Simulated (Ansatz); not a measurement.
Calculated with Ansatz (gas phase, PBE0-D4/def2-TZVP geometries, no zero-point term in ΔE). CCSD(T)/CBS adds triple-zeta CCSD(T) − MP2 to the extrapolated MP2 energy (def2 sets, frozen cores). This one scheme is used for every species. Functionals use def2-TZVPP. One conformer a species, not always the lowest.

Reaction (formal exchange of groups at the Si–C bond): `C[Si](F)(F)CO` + CH₃OH → `C[SiH](F)F` + `COCO`

```tsv
species	PBE0 energy (Eh)
`C[Si](F)(F)CO`	-644.05258
CH₃OH	-115.63988
`C[SiH](F)F`	-529.59356
`COCO`	-230.09177
```

Q: Work out ΔE.

A: ΔE = (-529.59356) + (-230.09177) − (-644.05258) − (-115.63988) = 0.00713 Eh = +18.7 kJ/mol. CCSD(T)/CBS gives +20.2 kJ/mol.

Largest T1 diagnostic among the species: 0.011.

In def2-TZVPP, CCSD(T) changes the Hartree–Fock value by +11.6 kJ/mol (the triples alone add +0.1 kJ/mol) and MP2 by +13.3 kJ/mol. The D4 term adds +4.6 kJ/mol with B3LYP and +2.7 kJ/mol with PBE0; it sums over pairs of atoms, weighted by their polarisabilities, and B3LYP, whose exchange is more repulsive, gets the larger term.

B3LYP here is the variant with VWN-RPA as its local correlation; programs differ in this.
